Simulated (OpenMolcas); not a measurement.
# Re²⁺: effect of the active space

```yaml
Program: OpenMolcas
Method: SS-CASPT2 or its RAS form, IPEA 0.25 Eh, imaginary shift 0.1 Eh
Basis: ANO-RCC-VQZP
Scalar_Hamiltonian: DKH2, point nucleus
Spin-orbit_coupling: state interaction with AMFI integrals over the reference wave functions, term energies averaged over their components
```

A. 5 electrons in 5 orbitals (5d); 2S+1 = 6 even, 1 root; 2S+1 = 4 even, 24 roots; 2S+1 = 2 even, 75 roots; closed shells correlated: 5s 5p; CASPT2 step about 90 core-seconds
B. 5 electrons in 6 orbitals (5d 6s); 2S+1 = 6 even, 6 roots; 2S+1 = 4 even, 84 roots kept (CI in the orbitals of an earlier block, 64 in the spin-orbit step); 2S+1 = 2 even, 184 roots kept (CI in the orbitals of an earlier block, 129 in the spin-orbit step); closed shells correlated: 5s 5p; CASPT2 step roughly 4 core-minutes
C. 11 electrons in 8 orbitals (RAS1 5p, at most 2 holes; RAS2 5d); 2S+1 = 6 even, 1 root; 2S+1 = 4 even, 24 roots; 2S+1 = 2 even, 75 roots; closed shells correlated: 5s; CASPT2 step roughly 2.2 core-minutes
D. 5 electrons in 10 orbitals (5d 6d); 2S+1 = 6 even, 1 root; 2S+1 = 4 even, 24 roots; 2S+1 = 2 even, 70 roots; closed shells correlated: 5s 5p; CASPT2 step about 50 core-minutes

Energies in cm⁻¹ above 5d⁵ ⁶S_5/2, the measured ground level; measured values from the list in Brasseur, Gamrath and Quinet, At. Data Nucl. Data Tables 157, 101636 (2024).

```csv
Level,A,B,C,D,Measured
5d⁵ ⁶S_5/2,0.0,0.0,0.0,0.0,0.0
5d⁵ ⁴G_7/2 [67 %],18370,17840,18500,18270,16890
5d⁵ ⁴G_11/2,19240,18900,19310,19310,18020
5d⁵ ⁴G_9/2,19750,19370,19860,19730,18346
5d⁵ ²I_11/2 [75 %],28010,27920,27950,27970,26170
5d⁵ ²I_13/2,30340,30500,30290,30450,28588
5d⁵ ²H_11/2 [57 %],40680,39930,40780,40700,
5d⁵ ²S_1/2 [57 %],41050,39120,41440,40210,
5d⁵ ²D_3/2(2) [71 %],46110,44690,46380,46510,
5d⁵ ²D_5/2(2) [50 %],48900,45550,49260,49240,
```

Deviations, from unrounded energies. A percentage is the sum of absolute deviations over the sum of measured energies, with the sign that they share, or ± where signs differ.

```csv
Against measurement,Levels,A,B,C,D
mean absolute deviation (cm-1),5,1500,1300,1600,1500
other terms of the ground configuration (%),5,+7.1,+6.0,+7.3,+7.1
```

B lies closest to measurement on these levels and C furthest from it. The largest miss of B in the table is 5d⁵ ²I_13/2, by +1900 cm-1. The ranking rests on the paired levels alone, and a cruder setting can come out closer through cancelling errors.

The spin-orbit steps hold different terms of 5d⁵ (B lacks a ²D, ²P; D lacks a ²D), which shifts levels as well.

Among A to D the level of the table that moves most is 5d⁵ ²D_5/2(2) [50 %], by 3700 cm-1 (lowest in B, highest in C). Moves below CASPT2's spread within the term are not significant.

CASPT2 breaks the degeneracy within a term, and the mean is taken; among the terms shown or strongly mixed into the levels shown the widest spread is 900 cm-1 (5d⁵ ²F(2), C). Configurations with an s electron lie low in 5d ions of this charge, fall among these levels and mix in, so low-spin terms can stand far too high, up to twice their true height, and weights are not those of the real levels (holds for A). Some high roots are left out of the spin-orbit mixing, which shifts the levels that they would mix with (holds for B). Terms from blocks run as CI alone lack orbitals of their own (holds for B). Configurations are named by rounded mean occupations; where the s occupation lies near a half they are strongly mixed, a name can repeat and a true partner stay unpaired (holds for B). Active for correlation alone: 5p; no level in the range computed is led by a configuration that opens it, so any true level of that kind is missing (holds for C). Active for correlation alone: 6d; no level in the range computed is led by a configuration that fills it, so any true level of that kind is missing (holds for D). Measured partners are found by configuration, term and J. A level has none where our copy of the source lacks it or the pairing is in doubt (some pairs that miss far off the trend of their configuration count as doubtful), and it then counts in no deviation. Only configurations of the active space appear. Levels that lie high or do not pair safely by name in every column are left out.

A share in square brackets marks a mixed level and gives the weight of the term that names it, the lowest over the columns. A number in round brackets counts repeated terms of one configuration in the order of the reference energies.
